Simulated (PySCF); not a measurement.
bis(trimethylsilyl) sulfide (C6H18SSi2), SMILES C[Si](C)(C)S[Si](C)(C)C.

Geometry: B3LYP-D3(BJ)/def2-SVP. The isomer is the one that the SMILES or the coordinates give; other isomers of the formula were not compared. One conformer was computed; it need not be the lowest.

These are TDA-CAM-B3LYP/def2-SVP (PySCF) values and carry that method's errors.

Vertical excitations. Isolated molecule, no solvent. State labels are in the subgroup C2.

Computed lowest excited states:
| state | symmetry | energy (eV) | λ (nm) | f | main pairs |
|---|---|---|---|---|---|
| S1 | A | 7.05 | 176 | 0.001 | HOMO→LUMO+1 56 %, HOMO→LUMO+3 33 % |
| S2 | B | 7.15 | 173 | 0.013 | HOMO→LUMO+2 91 % |
| S3 | B | 7.49 | 165 | 0.049 | HOMO→LUMO 72 %, HOMO→LUMO+4 20 % |
| S4 | B | 7.78 | 159 | 0.006 | HOMO→LUMO+4 68 %, HOMO→LUMO 23 % |
| S5 | B | 8.12 | 153 | 0.024 | HOMO→LUMO+6 61 %, HOMO−1→LUMO+1 15 % |
| S6 | A | 8.38 | 148 | 0.013 | HOMO−1→LUMO+2 88 % |
| T1 | B | 6.55 | 189 | 0 | HOMO→LUMO+2 85 % |
| T2 | A | 6.70 | 185 | 0 | HOMO→LUMO+1 49 %, HOMO→LUMO+3 36 % |
Triplets are in the Tamm–Dancoff approximation.
